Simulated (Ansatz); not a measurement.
Born–Oppenheimer molecular dynamics of CH7BF2OSi (13 atoms, charge 0, multiplicity 1). It starts from a rough guess of a transition structure, not a stationary point.

All numbers below come from UKS PBE0/STO-3G in Ansatz 0.2.0.

```yaml
ensemble: NVE (velocity Verlet)
time_step: 0.5 fs
steps_asked: 150
starting_velocities_drawn_for: 600 K
seed: 471281
```

First frame:

```xyz
13
Properties=species:S:1:pos:R:3
B -0.563 -0.580 0.857
C -0.995 1.218 0.996
F -1.615 -1.387 0.862
F 0.464 -0.916 1.629
H -0.427 0.634 -0.142
O -0.015 -0.385 -0.791
Si 1.370 -0.758 -1.551
H -1.738 1.661 0.334
H -0.159 1.889 1.172
H -1.505 1.105 1.954
H 2.521 -0.494 -0.686
H 1.347 0.171 -2.681
H 1.314 -2.159 -1.953
```

How far do the bonds stretch over the last three quarters of this one trajectory? (Pairs bonded in most of those frames.)


```json
{"bond": "B1–C2", "mean (Å)": "1.609", "spread (Å)": "0.052", "shortest": "1.51", "longest": "1.68"}
{"bond": "B1–F3", "mean (Å)": "1.351", "spread (Å)": "0.044", "shortest": "1.26", "longest": "1.42"}
{"bond": "B1–F4", "mean (Å)": "1.345", "spread (Å)": "0.047", "shortest": "1.26", "longest": "1.42"}
{"bond": "C2–H8", "mean (Å)": "1.101", "spread (Å)": "0.011", "shortest": "1.08", "longest": "1.12"}
{"bond": "C2–H9", "mean (Å)": "1.102", "spread (Å)": "0.027", "shortest": "1.06", "longest": "1.16"}
{"bond": "C2–H10", "mean (Å)": "1.099", "spread (Å)": "0.021", "shortest": "1.06", "longest": "1.14"}
{"bond": "H5–O6", "mean (Å)": "1.073", "spread (Å)": "0.126", "shortest": "0.86", "longest": "1.25"}
{"bond": "O6–Si7", "mean (Å)": "1.766", "spread (Å)": "0.088", "shortest": "1.63", "longest": "1.89"}
{"bond": "Si7–H11", "mean (Å)": "1.454", "spread (Å)": "0.051", "shortest": "1.37", "longest": "1.52"}
{"bond": "Si7–H12", "mean (Å)": "1.448", "spread (Å)": "0.012", "shortest": "1.43", "longest": "1.47"}
{"bond": "Si7–H13", "mean (Å)": "1.448", "spread (Å)": "0.043", "shortest": "1.38", "longest": "1.51"}
```

Pairs bonded in part of these frames only: B1–O6 10 %, H5–O6 82 %.

Mean temperature of the second half: 1060 K. The conserved energy stayed within 1.7 meV per atom of its start (net change -0.14 meV per atom), so there is no drift, though single steps change it by up to 21 meV in the whole system, a sign of fast motions only just resolved. The kinetic energy rose, since the run started high on the potential surface and went downhill. It ends in pieces (CH3BF2 + H4OSi), so much of that is their flight and rotation, not heat. A run of 0.075 ps of so small a system gives no equilibrium averages. The orbitals were unrestricted but ended closed-shell. Limits of this set-up: minimal basis.

Run time: 12 min on 1 thread of Arm Neoverse V1 (shared host), peak memory 0.16 GiB.
